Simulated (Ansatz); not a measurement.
C2H5BO2 can be A, `COBC=O`, or B, `BOC1CO1`.

Program: Ansatz. Geometries: PBE0-D4/def2-TZVP. ΔE: electronic, gas phase. CBS: MP2 limit from def2 TZ/QZ plus the TZ coupled-cluster correction, frozen cores. DFT in def2-TZVPP. One conformer a species, not always the lowest.

A:

Z-matrix (Å, degrees):
```
C
O 1 1.416
H 1 1.091 2 108.6
H 1 1.091 2 108.6 3 118.2
H 1 1.093 2 111.2 3 -120.9
B 2 1.336 1 122.7 3 121.0
C 6 1.599 2 115.9 1 180.0
H 6 1.199 2 122.2 1 -0.0
O 7 1.209 6 122.6 2 -180.0
H 7 1.117 6 118.2 2 0.0
```

B:

```xyz
10

B    -0.452   -1.680    0.213
O    -0.394   -0.794   -0.801
C     0.321    0.391   -0.728
C     0.190    1.303    0.396
O    -0.430    1.547   -0.871
H    -1.082   -2.675    0.015
H     0.113   -1.456    1.247
H     1.229    0.343   -1.325
H     1.001    1.977    0.657
H    -0.496    1.045    1.198
```

Problem. Which is lower in electronic energy at CCSD(T)/CBS, and by how much? (Estimate.)

Solution. The calculation gave: A, by 19.8 kcal/mol.

Problem. Give E(B) − E(A) in kcal/mol with LDA (SPW92), B2PLYP, BLYP-D4, ωB97M-V, CCSD(T)/def2-TZVPP, MP2/def2-TZVPP, PBE0-D4. (An estimate is asked.)

Solution. Computed: LDA (SPW92) 12.1, B2PLYP 21.3, BLYP-D4 23.0, ωB97M-V 18.5, CCSD(T)/def2-TZVPP 19.9, MP2/def2-TZVPP 18.1, PBE0-D4 16.4. None reverses the order clearly.

Problem. Does the order hold for the free energy at 298.15 K (harmonic terms from PBE0-D4)? (Estimate.)

Solution. Computed: Yes: G(B) − G(A) = +21.1 kcal/mol, for one conformer each. Modes under 60 cm⁻¹, often nearly free rotors, make the harmonic entropy too high.

Largest T1 diagnostic: 0.015.

In def2-TZVPP, CCSD(T) changes the Hartree–Fock value by −3.8 kcal/mol (the triples alone add −0.3 kcal/mol) and MP2 by −5.5 kcal/mol. At CCSD(T), def2-SVP lies +2.7 kcal/mol from the extrapolated value and def2-TZVPP +0.1 kcal/mol.
